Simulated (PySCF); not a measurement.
Si(F)(Cl)(Br)(OH) (BrClFHOSi), SMILES O[Si](F)(Cl)Br.

Geometry optimised at B3LYP-D3(BJ)/def2-SVP. One conformer was computed; it need not be the lowest.

The numbers are results of PBE/def2-TZVP run with PySCF, not measurements.

Computed frontier levels, gap, dipole moment and polarisability:
The highest occupied level comes out as -7.73 eV and the lowest empty level is -1.37 eV. The orbital gap comes out as 6.36 eV. The dipole moment is 1.70 D and the quadrupole, principal values (traceless, Buckingham form, about the centre of nuclear charge) comes out as -5.19, -2.92, 8.11 D·Å. The mean static polarisability is 57.4 bohr³ (8.51 Å³) and the polarisability, principal values comes out as 46.8, 55.6, 69.9 bohr³.
